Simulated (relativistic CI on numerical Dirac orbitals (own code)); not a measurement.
# Tb XXXIII: q coefficients and field-shift factors

Method of calculation: Dirac-Coulomb-Breit CI, orbitals from a KLI potential per configuration, derivatives by finite differences, unscaled Slater integrals, QED left out (own radial code, finite nucleus).

Configurations in the expansion (outside the closed core [Ar] 3d10): 4s2.4p3, 4s.4p4, 4s2.4p2.4d, 4p5, 4s.4p3.4d, 4s2.4p2.4f, 4s2.4p.4d2, 4s2.4d3, 4s.4p.4d3, 4s2.4d2.4f. Double excitations out of closed p, d and f shells are left out; levels of such configurations are missing from the list, as are those of other unlisted configurations, and high levels can miss mixing partners.

With x = (α/α₀)² − 1 an excitation energy changes as ω = ω₀ + qx; K = 2q/ω₀ is the relative enhancement. Terms are leading LS components, so labels can repeat. The field-shift factor is F = δν/δ⟨r²⟩ for the transition from the lowest level.

Lowest level 4s2.4p3 2P°_3/2.

| Level | ω₀ (cm⁻¹) | q (cm⁻¹) | K | F (GHz/fm²) |
| --- | --- | --- | --- | --- |
| 4s2.4p3 4S°_3/2 | 336782 | 430100 | 2.55 | -33.2 |
| 4s2.4p3 2D°_5/2 | 374076 | 431600 | 2.31 | -33.4 |
| 4s2.4p3 2P°_1/2 | 421215 | 433600 | 2.06 | -35 |
| 4s2.4p3 2P°_3/2 | 763898 | 867100 | 2.27 | -72.2 |
| 4s.4p4 4P_5/2 | 954530 | 481600 | 1.01 | -698 |
| 4s2.4p2.4d 2D_3/2 | 992438 | 129000 | 0.26 | -148 |
| 4s.4p4 2S_1/2 | 1074035 | 526600 | 0.981 | -729 |
| 4s.4p4 2D_3/2 | 1107665 | 431500 | 0.779 | -546 |
| 4s2.4p2.4d 4F_5/2 | 1146159 | 156700 | 0.273 | -34.7 |
| 4s.4p4 4P_3/2 | 1310872 | 804100 | 1.23 | -583 |
| 4s2.4p2.4d 4F_5/2 | 1339144 | 567100 | 0.847 | -200 |
| 4s2.4p2.4d 4D_1/2 | 1342540 | 507300 | 0.756 | -107 |
| 4s2.4p2.4d 2P_3/2 | 1342878 | 550700 | 0.82 | -163 |
| 4s.4p4 2D_5/2 | 1374328 | 719000 | 1.05 | -403 |
| 4s2.4p2.4d 2G_7/2 | 1382950 | 464500 | 0.672 | -21.9 |
| 4s2.4p2.4d 4D_7/2 | 1425641 | 535100 | 0.751 | -20.6 |
| 4s.4p4 2P_1/2 | 1447996 | 741900 | 1.02 | -441 |
| 4s2.4p2.4d 2G_9/2 | 1465817 | 542300 | 0.74 | -20.9 |
| 4s2.4p2.4d 4D_3/2 | 1479050 | 734300 | 0.993 | -388 |
| 4s2.4p2.4d 4P_5/2 | 1482175 | 506200 | 0.683 | -62.6 |
| 4s2.4p2.4d 2P_3/2 | 1497213 | 500500 | 0.669 | -117 |
| 4s2.4p2.4d 2S_1/2 | 1533003 | 553200 | 0.722 | -150 |
| 4s2.4p2.4d 4D_5/2 | 1538228 | 599900 | 0.78 | -150 |

At this charge energies of transitions that change n are usually good to better than 1 %, and those within a shell (Δn = 0) to a few per cent.
